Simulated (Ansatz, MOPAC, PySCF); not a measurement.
Dimer: N2 (SMILES N#N) (first 2 atoms) with HI (SMILES I); geometry from B3LYP-D3(BJ)/def2-TZVP.
(charge 0, multiplicity 1):
```xyz
4

N      0.10168     0.11003    -1.00507
N      0.21014     0.11947     0.08007
I      0.50589     0.15915     4.28940
H      0.42143     0.14292     2.67653
```

Interaction energies are E(AB) − E(A) − E(B) at the monomers' geometry in the complex; basis-set methods are counterpoise corrected.

Cores are frozen in the correlated methods. Filled d and f shells under p-block atoms count as core. CBS(a, b) extrapolates the correlation energy as X⁻³ and adds the Hartree–Fock energy of set b. The state reached by PM3 isn't checked.

Codes used: Ansatz (Gaussian orbitals); MOPAC for PM3 (differences of heats of formation); PySCF for the dispersion terms. Each number belongs to the level named beside it. In def2 rows elements past Kr take small-core potentials, without spin–orbit coupling.

```tsv
level	interaction energy (kcal/mol)
PM3	-0.14
HF/def2-QZVPPD	0.23
BLYP/def2-TZVPPD	0.05
r2SCAN-D3(BJ)/def2-TZVPPD	-0.53
wB97X-V/def2-TZVPPD	-0.69
MP2/CBS(def2-TZVPPD, def2-QZVPPD)	(withheld)
SCS-MP2/def2-QZVPPD	-0.68
CCSD/def2-TZVPPD	-0.50
CCSD(T)/CBS(def2-TZVPPD, def2-QZVPPD)	(withheld)
```

### Question
What belongs in the gaps?

### Answer

- MP2/CBS(def2-TZVPPD, def2-QZVPPD), interaction energy (kcal/mol): -0.99
- CCSD(T)/CBS(def2-TZVPPD, def2-QZVPPD), interaction energy (kcal/mol): -0.79

Ansatz is a first-principles code.
